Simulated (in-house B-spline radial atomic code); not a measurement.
The numbers below are computed, except where a source is named.
# C in an electron gas of r_s = 3: phase shifts, screening, friction and resistivity

A nucleus sits in a uniform electron gas with a rigid positive background. The Kohn-Sham equations are solved self-consistently in the spin-unpolarised LDA (PW92), non-relativistic, on B-splines with outgoing waves at the boundary and partial waves to l = 8. The model has no lattice, no bands and no magnetic solution. Atomic units; δ_l are the phase shifts at the Fermi level, counted so that each bound state adds π, and good to about 0.0005.

The density parameter is r_s = 3 bohr, near that of the valence electrons of Ag (1 per atom, density 10.5 g/cm³, mass 107.87 u, which gives r_s = 3.02).

| l | δ_l (rad) |
| --- | --- |
| 0 | 4.7044 |
| 1 | 1.6231 |
| 2 | -0.0279 |
| 3 | -0.0013 |
| 4 | 0.0003 |
| 5 | 0.0001 |
| 6 | 0.0002 |
| 7 | 0.0001 |
| 8 | 0.0001 |

Bound levels below the band bottom (hartree): s -9.45, s -0.1241.

**Question.** Check the Friedel sum rule, and say where the screening charge sits.

**Answer.** k_F = (9π/4)^(1/3)/r_s = 0.63972. The rule is Z = (2/π) Σ (2l + 1) δ_l. The terms are s 2.995, p 3.100, d -0.089, f -0.006 and 0.006 beyond, in all 6.006 against Z = 6. Bound states hold 4 s, 0 p, 0 d electrons, so the scattering states carry 2.01 in all; where a term is smaller than its bound count, the bound level has drawn weight out of the band.

**Question.** Find the transport cross section and the electronic stopping of a 10 keV C ion (mass 12.01 u).

**Answer.** σ_tr = (4π/k_F²) Σ (l + 1) sin²(δ_l − δ_(l+1)). The terms for l = 0 to 3 are 0.0036, 1.9872, 0.0021, 0.0000, all together 1.9929, so σ_tr = 30.707 × 1.9929 = 61.196 bohr². With n = 3/(4π r_s³) = 0.008842, the friction coefficient is Q = n k_F σ_tr = 0.3461. For v well below v_F = 0.640, dE/dx = Q v; with 24801 eV per u at v = 1, v = √(10000/(24801 × 12.01)) = 0.1832, so dE/dx = 0.06342 hartree/bohr = 32.6 eV/nm. The largest term couples the p and d waves.

**Question.** What residual resistivity would 1 atomic per cent of such centres give in Ag?

**Answer.** Δρ = k_F n_i σ_tr/n in atomic units of 21.74 μΩ·cm. With one host atom per 1 electron, n_i/n = 0.01/1, so Δρ = 0.6397 × 0.01000 × 61.196 × 21.74 = 8.51 μΩ·cm. This is an atom added to the gas, as on an interstitial site.

**Question.** On a substitutional site the background of one host ion, a sphere holding 1 charge, is taken out. The phase shifts for l = 0 to 4 become 4.6303, 1.2367, -0.0796, -0.0116, -0.0006. What follows?

**Answer.** The Friedel sum is now 5.00, for Z − 1 = 5. The sum in σ_tr is 1.9497, so σ_tr = 59.87 bohr² and Δρ = 8.33 μΩ·cm per atomic per cent, 0.98 times the value above. A real host ion scatters too, so this model doesn't give zero even for the host's own atom.
